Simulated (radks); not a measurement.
Task: Coherent X-ray form factor from a spherical all-electron density. Calculated with a radial shooting solver on a logarithmic mesh with Libxc functionals: scalar-relativistic Kohn-Sham, SCAN, spin-unpolarised, spherical densities, finite nucleus; meta-GGA in the generalised Kohn-Sham scheme; Fermi nuclear charge, rms radius of each element as measured or else 0.836 A^(1/3) + 0.57 fm.

sin(theta)/lambda (1/angstrom)  f0 (electrons)
0.05                                    38.204
0.1                                     36.235
0.15                                    33.833
0.2                                     31.437
0.25                                    29.182
0.3                                     27.112
0.4                                     23.605
0.5                                     20.883
0.6                                     18.682
0.8                                     14.992
1                                       11.889
1.25                                     9.017
1.5                                      7.244
2                                        5.552

The species is in the configuration that NIST lists as its ground one. Which atom or ion scatters so?

Result: The zirconium ion Zr+, [Kr] 4d2 5s1. Extrapolating in s^2 from the first two rows gives f0(0) = 38.9, near the electron count 39; among species with that count, the fall with angle is slower the higher Z, and the table is that of Z = 40; from so few rows the species is fixed only to a neighbour or two.
